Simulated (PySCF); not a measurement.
# One molecule, several mistakes: CClFH3Si anion

All numbers below are calculated, not measured. They come from PySCF 2.14.0, an open-source quantum chemistry program, on an isolated molecule that a program drew, which may never have been made. The molecule is CClFH3Si anion (charge -1, singlet), drawn as the SMILES string `C[Si-](F)Cl`.

Each row is a Hartree-Fock (HF) and frozen-core CCSD(T) single point in the aug-cc-pV(D+d)Z basis, meant for a local HF minimum. Run 1 is clean. Each other run has one planted mistake out of seven kinds, and not every kind appears here: one electron removed, one electron added, multiplicity raised by two, geometry at a saddle point, minimal basis STO-3G, one bond length entered in bohr, all coordinates scaled. The reference is restricted for singlets and unrestricted otherwise, and also for a bond in bohr. Adding or removing an electron swaps singlet and doublet. Electrons count all cores. HOMO and LUMO are orbital energies over both spins, the gradient is its largest component, and the lowest frequency (negative if imaginary) is given only where the gradient is small. Bond lengths are over the 6 bonds as drawn. T1 is the CCSD diagnostic: over 0.02 (restricted) or 0.045 (unrestricted) a single reference is doubtful.

Geometry of the clean run:
```xyz
7
CClFH3Si anion, angstrom
C     1.6641   -0.5452    2.6404
Si    0.8787    0.6635    1.3525
F     0.7357   -0.4390    0.0982
Cl    2.8776    1.5882    0.6785
H     2.4724   -1.1439    2.2096
H     0.8858   -1.2254    3.0103
H     2.0585    0.0074    3.4997
```

```
run,electrons,basis functions,<S^2>,HOMO (eV),LUMO (eV),gradient (hartree/bohr),lowest frequency (cm^-1),mean bond (Å),longest bond (Å),T1,HF (hartree),CCSD(T) (hartree),mistake
1,50,137,0.000,-3.00,3.88,3.4e-05,180,1.5332,2.303,0.0136,-887.64110,-888.32003,no fault
2,50,137,0.135,-4.47,3.05,2.2e-02,-,1.8748,4.352,0.0330,-887.59928,-888.27054,one bond length entered in bohr
3,50,31,0.000,0.94,16.29,1.4e-02,-,1.5332,2.303,0.0090,-877.33847,-877.46528,minimal basis STO-3G
4,49,137,0.760,-11.15,-0.88,8.1e-02,-,1.5332,2.303,0.0166,-887.57428,-888.22305,one electron removed
5,50,137,2.009,0.60,2.83,5.8e-02,-,1.5332,2.303,0.0478,-887.54806,-888.20610,?
6,50,137,0.000,-3.41,3.84,2.4e-02,-,1.5946,2.395,0.0141,-887.63317,-888.31736,?
```

**Which mistake was planted in run 5, and what did it cost?**

Electrons, basis and geometry are unchanged, and <S^2> is 2.009, beside S(S+1) = 2.00 for a multiplicity of 3. So the mistake is: multiplicity raised by two. Subtracting run 1 and multiplying by 627.51 kcal/mol a hartree, the energy moved by 58.4 kcal/mol in HF and 71.5 kcal/mol in CCSD(T).

**Which mistake was planted in run 6, and what did it cost?**

The mean and the longest bond both change by the same factor, 1.040, and the gradient is no longer small. So the mistake is: all coordinates scaled. Subtracting run 1 and multiplying by 627.51 kcal/mol a hartree, the energy moved by 5.0 kcal/mol in HF and 1.7 kcal/mol in CCSD(T).

Cautions from the logs. Run 3: the HOMO is above zero, so the electron isn't bound and the energy depends on the basis; run 5: T1 is over the limit, so its CCSD(T) energy is less reliable and the HOMO is above zero, so the electron isn't bound and the energy depends on the basis.
